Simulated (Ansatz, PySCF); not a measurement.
This singlet lies 0.48 eV below the relaxed triplet at the level frozen-core CCSD(T)/cc-pVTZ // PBE0-D3(BJ)/def2-TZVP (Ansatz, a quantum-chemistry and plane-wave program).

```xyz
6

B      1.1580     0.2649     0.2124
Si    -0.4057    -0.8650    -0.3837
O     -1.6599    -0.0501     0.3485
H      1.8188    -0.0352     1.1691
H      1.6080     1.1303    -0.4880
H     -2.5192    -0.4448     0.1799
```

Charge 0, multiplicity 1.

### Question
Give the Mulliken and meta-Löwdin atomic charges from PySCF with PBE0-D3(BJ)/def2-TZVP.

### Answer

| atom | Mulliken (e) | meta-Löwdin (e) |
|---|---|---|
| B1 | -0.11 | -0.22 |
| Si2 | 0.18 | 0.48 |
| O3 | -0.47 | -0.69 |
| H4 | 0.04 | 0.04 |
| H5 | 0.04 | 0.04 |
| H6 | 0.33 | 0.36 |
